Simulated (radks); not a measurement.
Kinetic energies: the exact non-interacting value of the Kohn-Sham orbitals and orbital-free approximations, as 100 (|E| - |E exact|)/|E exact|, negative where the magnitude is too small. Species: Zn2+ [Ar] 3d10; Rb [Kr] 5s1; Pb4+ [Xe] 4f14 5d10. All-electron calculation, non-relativistic Kohn-Sham, exchange-only B88, spin-polarised, spherical densities, point nucleus. Program: a radial shooting solver on a logarithmic mesh with Libxc functionals. Every spin shell is full or empty, so the densities are truly spherical. Functionals are evaluated on that one density, not self-consistently.

functional	Zn2+	Rb	Pb4+
exact (hartree)	1777.15	2938.39	19521.1
Thomas-Fermi	-6.36	-5.82	-4.58
von Weizsacker	-50.63	-54.08	-64.89
TF + vW	+43.01	+40.10	+30.54
TF + vW/5	+3.51	+3.37	+2.45
LC94	-0.12	+0.05	+0.02
APBEK	-0.03	+0.12	+0.05
Perdew 92	-0.86	-0.70	-0.67
Thakkar	-0.56	-0.48	-0.78
Pearson	-1.31	-1.04	-0.83
PG1	+18.51	+17.01	+12.29
DePristo-Kress	-0.20	-0.07	-0.19
Ernzerhof	-0.48	-0.38	-0.47
